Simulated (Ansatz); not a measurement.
A made-up structure of LiGaHClO, closed shell:

```json
{"atom": "Li1", "x (Å)": "-0.3572", "y (Å)": "1.8850", "z (Å)": "-1.0008"}
{"atom": "O2", "x (Å)": "-0.1128", "y (Å)": "0.5657", "z (Å)": "-0.7628"}
{"atom": "Ga3", "x (Å)": "0.1013", "y (Å)": "-0.5492", "z (Å)": "0.0512"}
{"atom": "Cl4", "x (Å)": "0.0241", "y (Å)": "0.0131", "z (Å)": "2.2513"}
{"atom": "H5", "x (Å)": "0.3446", "y (Å)": "-1.9145", "z (Å)": "-0.5389"}
```

It is relaxed with PBE-D4/def2-SVP and then PBE0-D4/def2-TZVP (Ansatz 0.2.0). Atoms count as bonded within 1.22 times the sum of their covalent radii (H–H: 0.88 Å). The end point is not checked to be a true minimum.

(1) Does its bonding change? (Judge from chemistry; the calculation decides.)

Results:

(1) By the calculation: Yes. Formed: none; broken: Li1–Ga3.

Where it ends: The first stage lowers the energy by 4.63 eV in 8 steps. It ends as LiGaHClO ([Li][O][GaH][Cl]):
```xyz
5
angstrom
Li -0.4357 2.2955 -1.2900
O -0.1493 0.7584 -0.8499
Ga 0.1176 -0.6339 0.1309
Cl 0.0842 -0.3116 2.2926
H 0.3833 -2.1084 -0.2836
```

Labels in which every atom is bracketed show which atoms are joined, not bond orders.

For scale, one of the runs: PBE0-D4/def2-TZVP relaxation, 136 basis functions, launched by `ansatz run in.yaml --threads 2 --pin off --events-out ev --progress --plain --max-ram 4352MiB`. Hardware: 2 CPU threads of an Intel Xeon 6975P-C, shared host. Wall time about 16 s.
